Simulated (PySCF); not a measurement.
CH8O2Si3, SMILES C[Si@H]1O[SiH2][Si@@H]1O. Geometry optimised at B3LYP-D3(BJ)/def2-SVP. The structure was generated by enumeration; whether it is a known compound was not checked. One conformer was computed; it need not be the lowest.

**Question.** Give the equilibrium geometry at B3LYP-D3(BJ)/def2-SVP (PySCF confirms it by a frequency run) as a Z-matrix. (The exact figures need the calculation; the answer reports its results.)

**Answer.** One answer among several that fit: 
```
Si
O 1 1.7052
Si 2 1.7005 1 111.57
H 3 1.4924 2 110.31 1 -128.57
H 3 1.4945 4 108.10 2 121.80
H 1 1.4954 2 110.24 3 -110.24
C 1 1.8750 6 109.73 2 122.05
H 7 1.1010 1 110.89 6 178.30
H 7 1.1023 8 108.45 1 121.50
H 7 1.1023 8 108.29 9 117.21
Si 3 2.3819 4 120.10 5 138.62
O 11 1.6771 3 123.51 4 -122.62
H 12 0.9647 11 116.45 3 -46.10
H 11 1.4902 12 104.92 13 179.79
```
Charge 0, spin multiplicity 1.
